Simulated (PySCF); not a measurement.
BeBrHSe, SMILES [SeH][Be][Br].

Geometry optimised at B3LYP-D3(BJ)/def2-TZVP. Other conformers were not sampled.

Calculation: IEF-PCM-B3LYP/def2-SVP (PySCF).

The values are the electrostatic part of the solvation free energy, E(continuum) − E(gas) at the gas-phase geometry, in a cavity of scaled van der Waals radii (PySCF's table); cavitation and dispersion terms are not included. A continuum can't describe solvent molecules that bind to the metal. In vacuum the orbital gap is 5.97 eV. The dipole moment in vacuum is 0.68 D.

Task: Estimate the values in water (ε = 78.36), dichloromethane (ε = 8.93), methanol (ε = 32.61). (The exact figures need the calculation; the answer reports its results.)

Result: 
```json
[
 {"solvent": "water", "ε": "78.36", "ΔG(elec) (kcal/mol)": "-4.8", "dipole (D)": "0.96", "gap (eV)": "6.29"},
 {"solvent": "dichloromethane", "ε": "8.93", "ΔG(elec) (kcal/mol)": "-4.0", "dipole (D)": "0.91", "gap (eV)": "6.23"},
 {"solvent": "methanol", "ε": "32.61", "ΔG(elec) (kcal/mol)": "-4.7", "dipole (D)": "0.95", "gap (eV)": "6.28"}
]
```
